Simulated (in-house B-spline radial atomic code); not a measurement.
Cl²⁺ is squeezed into an impenetrable sphere of radius R (the orbitals vanish at R). Caution: exact exchange at fractional occupations of open shells leaves self-interaction of up to several eV. All numbers are computed (non-relativistic PBE0, spin-polarised, spherical fractional occupations; point nucleus) with a radial B-spline atomic code at the basis-set limit, not measured.

Energies in eV above the free ion in [Ne] 3s2 3p3:

```csv
R (bohr),highest level (eV),[Ne] 3s2 3p3,[Ne] 3s1 3p4,[Ne] 3s2 3p2 3d1,-dE/dV in [Ne] 3s2 3p3 (GPa)
9.17,-35,0,14.09,20.71,1.37e-06
5.8,-34.9,0.006572,14.1,20.81,0.046
4.76,-34.8,0.1068,14.24,21.23,1.06
4.51,-34.7,0.2049,14.36,21.49,2.24
3.7,-33.8,1.601,16.02,23.87,25
3.05,-30.7,7.887,23.01,31.74,177
2.46,-21.6,32.69,49.37,58.62,1120
2.01,-2.38,97.75,116.5,124.2,5150
1.83,12.5,153.4,173,178.6,10000
1.56,51.1,310.1,330.3,328.7,29500
```

**Question.** Does [Ne] 3s1 3p4 fall below [Ne] 3s2 3p3 under compression?

**Answer.** No, it stays above over the whole range.

**Question.** Does [Ne] 3s2 3p2 3d1 fall below [Ne] 3s2 3p3 under compression?

**Answer.** No, it stays above over the whole range.

The highest level is first positive in the row R = 1.83 bohr, pushed up by confinement above the zero of the free ion's potential. Each configuration is held fixed and needn't be the lowest in the sphere.
